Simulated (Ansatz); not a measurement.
Ansatz (a first-principles code) input (CCSD(T)/def2-SVPD):

Ansatz 0.2 input:
```yaml
crystal:
  periodic: [false, false, false]
  atoms:
    - {symbol: W, position_ang: [-0.00000000, 0.00000000, -0.00000000]}
    - {symbol: C, position_ang: [1.75825346, -0.37704613, -1.11732643]}
    - {symbol: H, position_ang: [2.33164077, -1.20757294, -0.68609311]}
    - {symbol: H, position_ang: [2.41164940, 0.50451993, -1.13794183]}
    - {symbol: H, position_ang: [1.51942476, -0.63994586, -2.15576495]}
    - {symbol: C, position_ang: [0.52204712, 0.50071019, 1.98967170]}
    - {symbol: H, position_ang: [-0.37086226, 0.70223410, 2.59515573]}
    - {symbol: H, position_ang: [1.15517408, 1.39666805, 2.01999902]}
    - {symbol: H, position_ang: [1.07516544, -0.31542483, 2.47184774]}
    - {symbol: C, position_ang: [-1.06212461, 1.60782796, -0.87682264]}
    - {symbol: H, position_ang: [-1.98100827, 1.82750431, -0.31833800]}
    - {symbol: H, position_ang: [-1.34719657, 1.37747246, -1.91131783]}
    - {symbol: H, position_ang: [-0.45497193, 2.52193825, -0.89349471]}
    - {symbol: C, position_ang: [-1.21817598, -1.73149202, 0.00447737]}
    - {symbol: H, position_ang: [-1.50580658, -2.01659941, -1.01556791]}
    - {symbol: H, position_ang: [-2.13961827, -1.56656757, 0.57741191]}
    - {symbol: H, position_ang: [-0.69359057, -2.58422649, 0.45410393]}
basis:
  gaussian:
    orbitals: def2-SVPD
magnetization: {spin_polarized: true, initial_magnetization: 2}
correlation: {method: ccsd_t, electrons: outside_noble_gas}
output: {forces: true}
```

Output:

```
Functional definition: HF
integrals: 1.92 GiB planned
2076 factors; integrals over basis functions are off by at most 1.1e-3 eV
1.08 GiB of device memory are held for the factors and their scratch space
mean field: 1.55 GiB planned
mean field evaluation 1: about -6108.3800 eV, gradient 3.1e1 eV
mean field evaluation 2: about -6108.4686 eV, gradient 3.1e1 eV
mean field evaluation 4: about -6113.7514 eV, gradient 4.1e0 eV
mean field evaluation 8: about -6113.9211 eV, gradient 3.5e-1 eV
mean field evaluation 16: about -6105.0010 eV, gradient 1.9e1 eV
mean field evaluation 32: about -6113.9269 eV, gradient 1.7e-6 eV
mean field evaluation 64: about -6111.3499 eV, gradient 1.9e-1 eV
mean field evaluation 96: about -6105.4068 eV, gradient 3.2e1 eV
mean field -6113.92687333 eV, -224.6826684264 hartree, gradient 1.7e-6 eV, S^2 2.040531; 2 other end points of the search recorded, 0 dependent functions left out
determinant -6113.92687333 eV, -224.6826684264 hartree, with singles and doubles -6137.40993212 eV, -225.5456549197 hartree
determinant -6111.35091290 eV, -224.5880036265 hartree, with singles and doubles -6134.90797892 eV, -225.4537098352 hartree
determinant -6111.28294153 eV, -224.5855057247 hartree, with singles and doubles -6134.85130227 eV, -225.4516270068 hartree
8 core orbitals not correlated
reference -6113.92687333 eV, -224.6826684264 hartree; 18, 16 occupied and 185, 187 virtual orbitals, 2076 factors
densities: 17.17 GiB planned
second order -21.51540827 eV of doubles, -0.00000000 eV of singles
coupled cluster: 12.62 GiB planned
cycle   1  -23.38210991 eV  change   -7.3e-1 eV  update   3.4e-2
cycle   2  -23.42205533 eV  change   -4.0e-2 eV  update   8.1e-3
cycle   3  -23.42538056 eV  change   -3.3e-3 eV  update   3.8e-3
cycle   4  -23.42792399 eV  change   -2.5e-3 eV  update   1.2e-3
cycle   5  -23.42829056 eV  change   -3.7e-4 eV  update   4.7e-4
cycle   6  -23.42873784 eV  change   -4.5e-4 eV  update   2.0e-4
cycle   7  -23.42883155 eV  change   -9.4e-5 eV  update   9.1e-5
cycle   8  -23.42889717 eV  change   -6.6e-5 eV  update   3.5e-5
cycle   9  -23.42889248 eV  change    4.7e-6 eV  update   1.3e-5
cycle  10  -23.42888785 eV  change    4.6e-6 eV  update   4.6e-6
cycle  11  -23.42888804 eV  change   -1.9e-7 eV  update   1.9e-6
cycle  12  -23.42888756 eV  change    4.8e-7 eV  update   7.3e-7
perturbative correction -0.89248253 eV, -0.0327981281 hartree
the calculation of the forces begins
0.74 GiB of device memory are held for the factors and their scratch space
Total energy: -6138.24824342 eV, -225.5764622916 hartree
Atom 0 at    -0.000000     0.000000    -0.000000 Å, force    -0.000000     0.000000     0.000000 eV/Å
Atom 1 at     1.758253    -0.377046    -1.117326 Å, force    -0.127180     0.027273     0.080819 eV/Å
Atom 2 at     2.331641    -1.207573    -0.686093 Å, force     0.210361    -0.307509     0.161369 eV/Å
Atom 3 at     2.411649     0.504520    -1.137942 Å, force     0.240032     0.327414    -0.006198 eV/Å
Atom 4 at     1.519425    -0.639946    -2.155765 Å, force    -0.090846    -0.097007    -0.383654 eV/Å
Atom 5 at     0.522047     0.500710     1.989672 Å, force    -0.037761    -0.036218    -0.143919 eV/Å
Atom 6 at    -0.370862     0.702234     2.595156 Å, force    -0.331808     0.074086     0.221964 eV/Å
Atom 7 at     1.155174     1.396668     2.019999 Å, force     0.234116     0.331614     0.008669 eV/Å
Atom 8 at     1.075165    -0.315425     2.471848 Å, force     0.204445    -0.303309     0.176236 eV/Å
Atom 9 at    -1.062125     1.607828    -0.876823 Å, force     0.076826    -0.116299     0.063423 eV/Å
Atom 10 at    -1.981008     1.827504    -0.318338 Å, force    -0.339389     0.079383     0.208248 eV/Å
Atom 11 at    -1.347197     1.377472    -1.911318 Å, force    -0.104342    -0.087509    -0.382503 eV/Å
Atom 12 at    -0.454972     2.521938    -0.893495 Å, force     0.226536     0.336911    -0.005047 eV/Å
Atom 13 at    -1.218176    -1.731492     0.004477 Å, force     0.088114     0.125244    -0.000324 eV/Å
Atom 14 at    -1.505807    -2.016599    -1.015568 Å, force    -0.105089    -0.103488    -0.378286 eV/Å
Atom 15 at    -2.139618    -1.566568     0.577412 Å, force    -0.340135     0.063405     0.212465 eV/Å
Atom 16 at    -0.693591    -2.584226     0.454104 Å, force     0.196119    -0.313990     0.166736 eV/Å
Dipole moment:    -0.000000     0.000000     0.000000 e Å
```

The spin state was set by rule; other spins were not relaxed.
